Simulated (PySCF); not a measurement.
Compound: C8H10 (charge -1 and doublet state).
Cartesian coordinates in Å at the GFN2-xTB level; atoms count from 1:
```
atom  x, y, z in Å
C1     1.5042    1.4415   -0.9053
C2     1.4474    0.1566   -0.4016
C3     2.7065   -0.6874   -0.4257
C4     0.3198   -0.4303    0.1242
C5    -0.3434   -1.4226    0.8013
C6    -1.1053   -0.1292    0.5222
C7    -2.1120   -0.0672   -0.5210
C8    -3.2519    0.6345   -0.4764
H9     0.6326    2.0730   -0.9263
H10    2.4135    1.8378   -1.3314
H11    3.5365   -0.1644    0.0563
H12    2.5397   -1.6282    0.0962
H13    3.0089   -0.9112   -1.4530
H14   -0.6184   -2.4242    0.4933
H15   -1.3053    0.5264    1.3758
H16   -1.9105   -0.6806   -1.3956
H17   -3.9749    0.6226   -1.2796
H18   -3.4961    1.2592    0.3700
```

The hyperfine couplings belong to this conformer and change with its torsions.

As a line formula: `C=C(C)C1=C[C@@H]1[CH][CH2-]` [radical] (charge -1).

Level of theory: PySCF 2.14.0, UKS B3LYP, pcH-1 on C H, non-relativistic, mean-field spin-orbit, GIAO. Whether the extra electron is bound in the gas phase wasn't checked; a finite basis holds it in any case. The geometry wasn't refined by DFT: couplings that depend on bond lengths, twists or pyramidal angles can differ widely from those at the functional's own minimum, by a factor of two or more for some ions and for spin on atoms past the first row. The SCF solution wasn't tested for stability.

Largest spin populations (Mulliken): C1 (+0.51), C5 (+0.36) and C4 (+0.17). Three atoms exceed +0.15. The angles at C1 add up to 360.0°, so it is planar.

(1) Find Q in a(H) = Q·ρ(C) for the protons on the planar carbons that carry spin.

Results:

(1) 
| H | C | ρ(C) | a(H) (G) | a/ρ (G) |
| --- | --- | --- | --- | --- |
| H9 | C1 | +0.506 | -10.04 | -19.8 |
| H10 | C1 | +0.506 | -10.47 | -20.7 |

These protons share one ρ (within 0.01), so their mean ratio, Q = -20.3 G, is no test of linearity.

Couplings in gauss use g_iso = 2.0026.

The SMILES draws the unpaired electron on C7; the largest computed Mulliken spin population is on C1 (0.51 against 0.00).
